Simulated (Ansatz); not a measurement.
Start from `C[B]([AlH2])[GeH3]` and change one atom or group to get `C[B]([GeH3])[SeH]`.

Ansatz, PBE0-D4/def2-TZVP geometries, multiplicity 1. Each molecule was computed in one conformer, which needn't be the lowest.

Scalar relativity is left out up to krypton.

| property | `C[B]([AlH2])[GeH3]` |
| --- | --- |
| LUMO energy (PBE/def2-TZVPP) / eV | -3.08 |
| size of the dipole moment (PBE/def2-TZVPP) / D | 1.62 |
| HOMO–LUMO gap (PBE/def2-TZVPP) / eV | 2.63 |
| HOMO–LUMO gap (PBE0/def2-TZVPP) / eV | 4.62 |
| HOMO energy (PBE/def2-TZVPP) / eV | -5.71 |
| LUMO energy (ωB97M-V/def2-TZVPP) / eV | -0.20 |

Task: What does the change do to each property? (Estimate.)

Result: Computed: 
```csv
property,`C[B]([GeH3])[SeH]`,shift
LUMO energy (PBE/def2-TZVPP) / eV,-2.30,0.78
size of the dipole moment (PBE/def2-TZVPP) / D,1.67,0.05
HOMO–LUMO gap (PBE/def2-TZVPP) / eV,4.39,1.76
HOMO–LUMO gap (PBE0/def2-TZVPP) / eV,6.32,1.70
HOMO energy (PBE/def2-TZVPP) / eV,-6.69,-0.98
LUMO energy (ωB97M-V/def2-TZVPP) / eV,0.51,0.71
```

With PBE0 the HOMO falls by 0.98 eV and the LUMO rises by 0.72 eV, so the gap widens by about 1.70 eV. PBE moves the HOMO by -0.98 eV and ωB97M-V by -1.07 eV. Dipoles are sizes alone; their direction can turn.

Spin–orbit coupling is left out; it splits and shifts lone-pair levels of the heavy atoms by tenths of an eV.
